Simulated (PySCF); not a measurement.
C₂H₇ClFNSi, SMILES CC[Si@](N)(F)Cl.

Geometry: PBE-D3(BJ)/def2-SVP. The structure was generated by enumeration; whether it is a known compound was not checked. The values are those of a single conformer.

Two levels are set side by side: TDA-PBE/def2-SVPD (PySCF) and TDA-PBE0/def2-SVPD (PySCF). Vertical, same geometry. The lowest singlet is HOMO→LUMO 99 % with PBE and HOMO→LUMO 94 % with the other functional; states are paired by order. Differences are taken from unrounded values.

```
quantity                              TDA-PBE0
------------------------------------  --------
lowest singlet excitation (eV)            7.04
lowest triplet excitation (TDA) (eV)      6.62
```

Q: What does TDA-PBE give, and how far is it from TDA-PBE0? (An estimate is asked for; the answer gives what the named calculation found.)

A: 
| quantity | TDA-PBE | TDA-PBE minus TDA-PBE0 |
|---|---|---|
| lowest singlet excitation (eV) | 6.24 | -0.79 |
| lowest triplet excitation (TDA) (eV) | 5.96 | -0.66 |

A lower first singlet is the usual sign of a functional without exact exchange. Differences between two approximate levels are no errors against the true value.

Rough cost on one machine, each run with all the roots and properties that it gave: TDA-PBE0 against TDA-PBE within a factor of 2.
